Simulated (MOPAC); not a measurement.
Input for MOPAC: PM6 on In2, 2S+1 = 3, a spin state set in the input, which need not be the lowest, a point of a bond scan (R = 3.329 Å).

```
PM6 1SCF PRECISE CHARGE=0 UHF MS=1 THREADS=1
In2

In     0.00000000 1     0.00000000 1     0.00000000 1
In     0.00000000 1     0.00000000 1     3.32889800 1
```

The log:

```
*******************************************************************************
 **                                                                           **
 **                              MOPAC v23.2.5                                **
 **                                                                           **
 *******************************************************************************
 ** MOPAC's Digital Object Identifier: https://doi.org/10.5281/zenodo.6511958 **
 **                                                                           **
 ** Please cite the open-source release paper for use of this MOPAC version:  **
 ** J. E. Moussa and J. J. P. Stewart (2026)                                  **
 ** MOPAC: An open-source semiempirical molecular orbital program             **
 ** J. Open Source Softw., 11(119), 8025, https://doi.org/10.21105/joss.08025 **
 *******************************************************************************

                              PM6 CALCULATION RESULTS

 *******************************************************************************
 *  PM6        - The PM6 Hamiltonian to be used
 *  UHF        - UNRESTRICTED HARTREE-FOCK CALCULATION
 *
 *
 *
 *                 CHARGE ON SYSTEM = 0
 *
 *
 *
 *  MS=        - IN MECI, MAGNETIC COMPONENT OF SPIN =  1.0
 *  PRECISE    - TIGHTER CRITERIA TO BE USED
 *  1SCF       - DO 1 SCF AND THEN STOP
 *  THREADS=1  - MULTI-THREADING NOT USED
 *  T=         - A TIME OF 172800.0 SECONDS REQUESTED
 *  DUMP=N     - RESTART FILE WRITTEN EVERY 7200.0 SECONDS REQUESTED
 *******************************************************************************
PM6 1SCF PRECISE CHARGE=0 UHF MS=1 THREADS=1
 In2

   ATOM   CHEMICAL          X               Y               Z
  NUMBER   SYMBOL      (ANGSTROMS)     (ANGSTROMS)     (ANGSTROMS)

     1      In          0.00000000  *   0.00000000  *   0.00000000  *
     2      In          0.00000000  *   0.00000000  *   3.32889800  *



          CARTESIAN COORDINATES

    NO.       ATOM           X           Y           Z

     1        In          0.0000      0.0000      0.0000
     2        In          0.0000      0.0000      3.3289

 General Reference for PM6:
 "Optimization of Parameters for Semiempirical Methods V: Modification of NDDO Approximations
 and Application to 70 Elements", J. J. P. Stewart, J. Mol. Mod., 13, 1173-1213 (2007)
 URL: https://link.springer.com/article/10.1007/s00894-007-0233-4

           Empirical Formula: In2  =     2 atoms



      MOLECULAR POINT GROUP   :   D*h


          UHF CALCULATION, NO. OF ALPHA ELECTRONS =    4
                           NO. OF BETA  ELECTRONS =    2

 -------------------------------------------------------------------------------
 PM6 1SCF PRECISE CHARGE=0 UHF MS=1 THREADS=1
 In2



     1SCF WAS SPECIFIED, SO BFGS WAS NOT USED
     SCF FIELD WAS ACHIEVED


                              PM6 CALCULATION
                                                       MOPAC v23.2.5 Linux




          FINAL HEAT OF FORMATION =         90.86398 KCAL/MOL =     380.17489 KJ/MOL


          COSMO AREA              =        108.91 SQUARE ANGSTROMS
          COSMO VOLUME            =         94.25 CUBIC ANGSTROMS

          IONIZATION POTENTIAL    =          6.269790 EV
          ALPHA SOMO LUMO (EV)    =         -6.270  2.950
          BETA  SOMO LUMO (EV)    =         -9.122 -0.601
          NO. OF ALPHA ELECTRONS  =          4
          NO. OF BETA  ELECTRONS  =          2
          MOLECULAR WEIGHT        =        229.6400         POINT GROUP:  D*h

          MOLECULAR DIMENSIONS (Angstroms)

            Atom       Atom       Distance
           In     2   In     1     3.32890
           In     2   In     1     0.00000
           In     1   In     2     0.00000


          SCF CALCULATIONS        =          1





   ATOM   CHEMICAL          X               Y               Z
  NUMBER   SYMBOL      (ANGSTROMS)     (ANGSTROMS)     (ANGSTROMS)

     1      In          0.00000000  *   0.00000000  *   0.00000000  *
     2      In          0.00000000  *   0.00000000  *   3.32889800  *

                             CARTESIAN COORDINATES

   1   In        0.000000000     0.000000000     0.000000000
   2   In        0.000000000     0.000000000     3.328898000


           Empirical Formula: In2  =     2 atoms



      MOLECULAR POINT GROUP   :   D*h


          ALPHA EIGENVALUES
 -12.82643 -12.32050  -6.41116  -6.26979   2.95039   2.96533   3.34420   3.37796


           BETA EIGENVALUES
 -10.04582  -9.12158  -0.60113  -0.38923   2.39662   2.71987   2.77799   3.24213


              NET ATOMIC CHARGES AND DIPOLE CONTRIBUTIONS

  ATOM NO.   TYPE          CHARGE      No. of ELECS.   s-Pop       p-Pop
    1         In           0.002347        2.9977     1.45169     1.54596
    2         In          -0.002347        3.0023     1.51574     1.48661
 DIPOLE           X         Y         Z       TOTAL
 POINT-CHG.     0.000     0.000    -0.038     0.038
 HYBRID         0.407     0.000    -1.273     1.337
 SUM            0.407     0.000    -1.310     1.372


          ATOMIC ORBITAL ELECTRON POPULATIONS

     Atom    s        px        py        pz
    1 In   1.45169   0.99972   0.00000   0.54624
    2 In   1.51574   0.49049   0.00000   0.99611


                    (SZ)    =    1.000000
                    (S**2)  =    3.350810


          ATOMIC ORBITAL SPIN POPULATIONS

    Atom   Total    s     px     py     pz
         Atomic
    1 In  1.0839  0.224  0.998  0.000 -0.139
    2 In  0.9161  0.150 -0.091 -0.000  0.857

 **********************
 *                    *
 * JOB ENDED NORMALLY *
 *                    *
 **********************




 == MOPAC DONE ==
```

The run finished. Its determinant has ⟨S²⟩ = 3.35, a mixture of spin states.

Cost: very roughly 0.07 core-seconds.
